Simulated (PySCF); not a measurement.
1,1-difluorobuta-1,3-diene (C₄H₄F₂), SMILES C=CC=C(F)F. Atoms are numbered in the order given.

```xyz
10

C      0.1525     2.7361     0.0000
C     -0.3082     1.4777     0.0000
C      0.5370     0.2996     0.0000
C      0.0639    -0.9483     0.0000
F      0.8074    -2.0254     0.0000
F     -1.2074    -1.2681     0.0000
H      1.2249     2.9531     0.0000
H     -0.5304     3.5881     0.0000
H     -1.3893     1.3029     0.0000
H      1.6236     0.4062     0.0000
```

The structure is a stationary point at PBE0-D3(BJ)/def2-SVP. The values are those of a single conformer.

Computed with KT2/pcSseg-1 in PySCF.

GIAO shieldings, no solvent; atoms listed in one row are averaged. δ = σ(ref) − σ: ¹³C against TMS (σ = 185.1 ppm); ¹⁹F against CFCl3 (σ = 127.1 ppm); ¹H against TMS (σ = 31.47 ppm), references at their B3LYP-D3(BJ)/def2-TZVP geometries, non-relativistic.

| nucleus | atoms | count | δ (ppm) |
|---|---|---|---|
| ¹³C | C4 | 1 | 162.2 |
| ¹³C | C2 | 1 | 126.7 |
| ¹³C | C1 | 1 | 113.0 |
| ¹³C | C3 | 1 | 82.8 |
| ¹⁹F | F6 | 1 | -116.3 |
| ¹⁹F | F5 | 1 | -119.3 |
| ¹H | H9 | 1 | 6.46 |
| ¹H | H7, H8 | 2 | 5.35 |
| ¹H | H10 | 1 | 4.90 |
